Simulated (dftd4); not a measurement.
C5H11Si, doublet, at a GFN2-xTB geometry; dftd4 4.2.0 with D4 for pbe0.

dftd4 was given this input:
```
$ dftd4 mol.xyz --func pbe0 --charge 0 --json dftd4.json --noedisp

# file mol.xyz
17

C      2.06786214     1.74813003    -0.40400846
C      0.94744866     1.17771277    -0.10424235
Si    -0.26267662    -0.19972994     0.05641011
C     -0.70919004    -0.37488162     1.90150174
C     -1.80525477     0.25556010    -0.96722848
C      0.42809799    -1.87456898    -0.57640950
H      2.24392170     2.80739708    -0.24657127
H      2.92197778     1.22572443    -0.83410363
H     -1.43197317    -1.17002222     2.05988663
H     -1.13933223     0.54240514     2.29074624
H      0.16790572    -0.60475005     2.49848666
H     -2.25043938     1.18136668    -0.61700064
H     -1.55643430     0.38754955    -2.01566091
H     -2.56445753    -0.51865903    -0.90469755
H      1.31483648    -2.16476627    -0.02132360
H     -0.30374718    -2.67051690    -0.47201190
H      0.70143109    -1.81122300    -1.62516930
```

It wrote (shortened):

```
                    ____  _____ _____     ____  _  _
      -------------|  _ \|  ___|_   _|---|  _ \| || |------------
     |             | | | | |_    | | ___ | | | | || |_           |
     |             | |_| |  _|   | ||___|| |_| |__   _|          |
     |             |____/|_|     |_|     |____/   |_|            |
     |             ===================================           |
     |            E. Caldeweyher, S. Ehlert & S. Grimme          |
     |          Mulliken Center for Theoretical Chemistry        |
     |                    University of Bonn                     |
      -----------------------------------------------------------

Rational (Becke-Johnson) damping: pbe0-D4-ATM
---------------------
  s6         1.0000
  s8         1.2007
  s9         1.0000
  a1         0.4009
  a2         5.0293
 alp        16.0000
--------------------

Dispersion energy:      -1.1760295451862E-02 Eh

[Info] JSON dump of results written to 'dftd4.json'
```
